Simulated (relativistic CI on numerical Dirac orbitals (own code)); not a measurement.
Calculated at this level of theory: Dirac-Coulomb-Breit CI, orbitals from a KLI potential per configuration, model QED (radiative potential, 1s self-energy scaled to tabulated hydrogen-like ionisation energies), unscaled Slater integrals (own radial code, finite nucleus).

Configurations in the expansion (outside the closed core [Ar] 3d10): 4s²4p⁶4d¹⁰4f, 4s²4p⁶4d⁹4f², 4s²4p⁶4d¹⁰5s, 4s²4p⁶4d¹⁰5p, 4s²4p⁵4d¹⁰4f², 4s²4p⁶4d¹⁰5d, 4s4p⁶4d¹⁰4f², 4s²4p⁶4d⁹4f5s, 4s²4p⁶4d¹⁰5f, 4s²4p⁶4d⁹4f5p, 4s²4p⁶4d¹⁰5g, 4s²4p⁶4d¹⁰6s, 4s²4p⁶4d¹⁰6p, 4s²4p⁶4d¹⁰6d, 4s²4p⁵4d¹⁰4f5s, 4s²4p⁶4d¹⁰6f, 4s²4p⁶4d⁹4f5f, 4s²4p⁶4d¹⁰7s, 4s4p⁶4d¹⁰5s², 4s²4p⁶4d¹⁰7d, 4s²4p⁶4d⁹4f6p. Double excitations out of closed p, d and f shells are left out; levels of such configurations are missing from the list, as are those of other unlisted configurations, and high levels can miss mixing partners.

At this charge energies of transitions that change n are usually good to better than 1 %, and those within a shell (Δn = 0) to a few per cent.

Outline of the computed level scheme of Pt XXXII. Lowest level of each configuration: 4s²4p⁶4d¹⁰4f ²F°5/2 at 0.000 eV; 4s²4p⁶4d¹⁰5s ²S1/2 at 197.028 eV; 4s²4p⁶4d⁹4f² ⁴F3/2 at 211.291 eV.

Some strong electric-dipole decays among the lowest 45 levels: 4s²4p⁶4d⁹4f² ⁴G5/2 → 4s²4p⁶4d¹⁰4f ²F°5/2 (3.2e+10 s⁻¹); 4s²4p⁶4d⁹4f² ²D5/2 → 4s²4p⁶4d¹⁰4f ²F°5/2 (2.5e+10 s⁻¹); 4s²4p⁶4d⁹4f² ²G9/2 → 4s²4p⁶4d¹⁰4f ²F°7/2 (2.0e+10 s⁻¹); 4s²4p⁶4d⁹4f² ²G9/2 → 4s²4p⁶4d¹⁰4f ²F°7/2 (1.4e+10 s⁻¹); 4s²4p⁶4d⁹4f² ²D3/2 → 4s²4p⁶4d¹⁰4f ²F°5/2 (1.1e+10 s⁻¹); 4s²4p⁶4d⁹4f² ⁴D7/2 → 4s²4p⁶4d¹⁰4f ²F°5/2 (6.1e+09 s⁻¹); 4s²4p⁶4d⁹4f² ²F5/2 → 4s²4p⁶4d¹⁰4f ²F°5/2 (5.9e+09 s⁻¹); 4s²4p⁶4d⁹4f² ²P3/2 → 4s²4p⁶4d¹⁰4f ²F°5/2 (5.2e+09 s⁻¹).

LS names give the leading component of a level, which can be under half, so a name can repeat, a term be missing and a line seem to break the LS rules.
